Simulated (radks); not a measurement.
Q: The mean radii <r> (bohr) of the occupied orbitals of an atom or ion are listed with their occupations. All-electron calculation, scalar-relativistic Kohn-Sham, BLYP, spin-polarised, spherical densities, finite nucleus; Fermi nuclear charge, rms radius of each element as measured or else 0.836 A^(1/3) + 0.57 fm. Program: a radial shooting solver on a logarithmic mesh with Libxc functionals.

orbital  occ.      <r>
1s up       1  0.06957
1s down     1  0.06956
2s up       1   0.3226
2s down     1   0.3224
2p up       3   0.2868
2p down     3   0.2868
3s up       1   0.8801
3s down     1   0.8814
3p up       1   0.8909

Name the element and its charge. Open shells, if any, are filled with parallel spins first.

A: Z = 22, titanium, charge +9: Ti9+ in [Ne] 3s2 3p1. The 1s radius gives Z: for a bare nucleus <r> = (2 gamma + 1)/(2Z) with gamma = sqrt(1 - (Z/c)^2), 0.06759 bohr for Z = 22, and screening makes it slightly larger (0.06957 here). The occupations add up to 13, and the charge is Z minus that.
